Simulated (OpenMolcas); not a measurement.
## Cs I: effect of the active space

| Property | Result |
| --- | --- |
| Program | OpenMolcas |
| Method | SS-CASPT2, IPEA 0.25 Eh, imaginary shift 0.1 Eh |
| Basis | ANO-RCC-VQZP |
| Scalar Hamiltonian | DKH2, point nucleus |
| Spin-orbit coupling | state interaction with AMFI integrals over the reference wave functions, term energies averaged over their components |

A. 1 electron in 4 orbitals (6s 6p); 2S+1 = 2 even, 1 root; 2S+1 = 2 odd, 3 roots; closed shells correlated: 5s 5p; CASPT2 step of the order of 1.3 core-seconds
B. 1 electron in 9 orbitals (5d 6s 6p); 2S+1 = 2 even, 6 roots; 2S+1 = 2 odd, 3 roots; closed shells correlated: 5s 5p; CASPT2 step of the order of 4 core-seconds

Energies in cm-1 above 6s 2S 1/2, the measured ground level; measured values from NIST Handbook of Basic Atomic Spectroscopic Data.

```json
{"Level": "6s 2S 1/2", "A": "0.0", "B": "0.0", "Measured": "0.0"}
{"Level": "6p 2P* 1/2", "A": "11020", "B": "11000", "Measured": "11178"}
{"Level": "6p 2P* 3/2", "A": "11310", "B": "11300", "Measured": "11732"}
```

Deviations, from unrounded energies. A percentage is the sum of absolute deviations over the sum of measured energies, with the sign that they share, or ± where signs differ.

```tsv
Against measurement	Levels	A	B
mean absolute deviation (cm-1)	2	290	310
other configurations (%)	2	-2.5	-2.7
```

A, B lie about equally close to measurement. The largest miss of A in the table is 6p 2P* 3/2, by -420 cm-1. The ranking rests on the paired levels alone, and a cruder setting can come out closer through cancelling errors.

Between A and B the level of the table that moves most is 6p 2P* 1/2, by 16 cm-1 (lowest in B, highest in A). Moves below CASPT2's spread within the term are not significant.

ANO sets are built for ground and valence states and can reach diffuse excited orbitals poorly. With one active electron, CASPT2 adds the correlation within the correlated inactive shells and between them and that electron, and leaves the splitting within a term as the reference gives it. Measured partners are found by configuration, term and J. A level has none where our copy of the source lacks it or the pairing is in doubt (some pairs that miss far off the trend of their configuration count as doubtful), and it then counts in no deviation. Levels of configurations outside the active space are missing. The table leaves out levels that lie high or whose names do not pair safely across all columns.

* marks odd parity.
